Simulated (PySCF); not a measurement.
SnBr, SMILES [Br][Sn] (connectivity only; charge and spin as stated), neutral, multiplicity 2.

Coordinates come from a PBE0-D3(BJ)/def2-TZVP optimisation. The spin state was assumed, not searched. The def2 effective core potentials stand for the cores of Sn; spin–orbit coupling is left out.

Method: IEF-PCM-B3LYP/def2-SVP (PySCF 2.14.0).

The values are the electrostatic part of the solvation free energy, E(continuum) − E(gas) at the gas-phase geometry, in a cavity of scaled van der Waals radii (PySCF's table); cavitation and dispersion terms are not included. A continuum can't describe solvent molecules that bind to the metal. The dipole moment in vacuum is 2.35 D.

Computed values in water (ε = 78.36), chlorobenzene (ε = 5.70), ethanol (ε = 24.85):
```csv
solvent,ε,ΔG(elec) (kcal/mol),dipole (D)
water,78.36,-3.2,3.40
chlorobenzene,5.70,-2.4,3.14
ethanol,24.85,-3.0,3.35
```
